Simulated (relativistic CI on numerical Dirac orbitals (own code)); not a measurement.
Computed by Dirac-Coulomb-Breit CI, orbitals from a KLI potential per configuration, QED by a radiative potential, unscaled Slater integrals (own radial code, finite nucleus).

The strongest absorption lines from the ground level of an ion, among the configurations computed and to levels below about 1560 eV (vacuum wavelength in Å, gf): 13.601 (0.13), 16.149 (0.53), 18.744 (0.059), 19.591 (0.58), 20.365 (0.42), 39.375 (5.2), 48.585 (0.16), 53.297 (0.0003).

(1) Which ion is it?
A. At³⁹⁺
B. Os³⁰⁺
C. Pb³⁸⁺
D. Pb³⁶⁺

Answers

(1) D. Pb³⁶⁺ has 46 electrons and the ground level 4s²4p⁶4d¹⁰ ¹S0; the strongest line goes to 4s²4p⁶4d⁹4f ¹P°1. The pattern of lines fixes the number of electrons, and along that sequence the line energies rise steadily with the charge (about as its square where n changes within one kind of shell, about linearly where n is kept but much faster in heavy ions where fine structure, which grows about as Z⁴, sets the gap, and irregularly where shells cross), which fixes Z. Configurations outside the model, such as inner-shell arrays, can give stronger lines. At this charge energies of transitions that change n are usually good to better than 1 %, and those within a shell (Δn = 0) to a few per cent.

LS names give the leading component of a level, which can be under half, so a name can repeat, a term be missing and a line seem to break the LS rules.
